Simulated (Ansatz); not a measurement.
A basis-limit estimate, worked out

An elementary step of SiNH8OF, singlet (SiNH₅ ([NH2][SiH3]) + H₂O + HF → SiH₄O ([OH][SiH3]) + NH₃ + HF; bonds formed: Si1–O7, N2–H8, H6–F9; bonds broken: Si1–N2, H6–O7, H8–F9). “Start” is the structure reached by relaxing down from the saddle towards the reactants; PBE0-D4/def2-TZVP structures. The saddle:

```json
{"atom": "Si1", "x (Å)": "-1.1175", "y (Å)": "0.2618", "z (Å)": "0.0611"}
{"atom": "N2", "x (Å)": "0.1240", "y (Å)": "-1.1215", "z (Å)": "0.2679"}
{"atom": "H3", "x (Å)": "-1.5078", "y (Å)": "0.6585", "z (Å)": "-1.3185"}
{"atom": "H4", "x (Å)": "-2.2751", "y (Å)": "-0.6826", "z (Å)": "0.3407"}
{"atom": "H5", "x (Å)": "-1.2165", "y (Å)": "1.1422", "z (Å)": "1.2444"}
{"atom": "H6", "x (Å)": "1.4556", "y (Å)": "0.8846", "z (Å)": "-0.1168"}
{"atom": "O7", "x (Å)": "0.5396", "y (Å)": "1.3853", "z (Å)": "-0.3656"}
{"atom": "H8", "x (Å)": "1.1965", "y (Å)": "-0.7544", "z (Å)": "0.3090"}
{"atom": "F9", "x (Å)": "2.3060", "y (Å)": "-0.0416", "z (Å)": "0.2469"}
{"atom": "H10", "x (Å)": "0.0314", "y (Å)": "-1.7790", "z (Å)": "-0.5019"}
{"atom": "H11", "x (Å)": "-0.1115", "y (Å)": "-1.6408", "z (Å)": "1.1087"}
{"atom": "H12", "x (Å)": "0.5755", "y (Å)": "1.6874", "z (Å)": "-1.2758"}
```

Ansatz 0.2.0; basis: def2-TZVPP and def2-QZVPP; cores frozen in the correlated methods.

Energies in eV:

| quantity | saddle | start |
| --- | --- | --- |
| Hartree–Fock, triple zeta (X = 3) | -14216.73085 | -14217.74921 |
| Hartree–Fock, quadruple zeta (X = 4) | -14217.28052 | -14218.30084 |
| MP2 correlation, X = 3 | -24.96251 | -24.46362 |
| MP2 correlation, X = 4 | -26.96335 | -26.45926 |
| CCSD(T) correlation, X = 3 | -26.68042 | -26.22268 |

Q: Work out the barrier at the basis limit: extrapolate Hartree–Fock as E(X) = E∞ + A exp(−7.88 √X) and the MP2 correlation as E(X) = E∞ + B X^−2.97 (the exponents that Neese and Valeev fitted for def2-TZVPP and QZVPP), then add CCSD(T) − MP2 in triple zeta.

A: Each step is linear, so take the differences first (saddle − start): Hartree–Fock 1.01836 (X = 3) and 1.02032 (X = 4); MP2 correlation -0.49889 and -0.50409; CCSD(T) correlation -0.45774.
Two points give E∞ = E(4) + w [E(4) − E(3)], with w = 1/(exp(7.88 (2 − √3)) − 1) = 0.1377 for Hartree–Fock and w = 1/((4/3)^2.97 − 1) = 0.7407 for the correlation.
Hartree–Fock: 1.02032 + 0.1377 × 0.00196 = 1.0206 eV.
MP2 correlation: -0.50409 + 0.7407 × (-0.00520) = -0.5079 eV.
CCSD(T) − MP2: -0.45774 − (-0.49889) = 0.0412 eV.
Sum: 1.0206 + (-0.5079) + 0.0412 = 0.5539 eV, or 12.77 kcal/mol. Plain CCSD(T) in triple zeta gives 0.5606 eV, so the larger basis shifts the result by -0.0067 eV.

No T1 diagnostic of these runs exceeds 0.011.

Labels in which every atom is bracketed show which atoms are joined, not bond orders.

For scale, one of the runs: CCSD(T)/def2-TZVPP, 247 basis functions (an equivalent command: `ansatz run in.yaml --threads 4`). Time: 36 s of wall clock on 4 CPU threads; the host was shared. Peak host memory: 5.6 GiB.
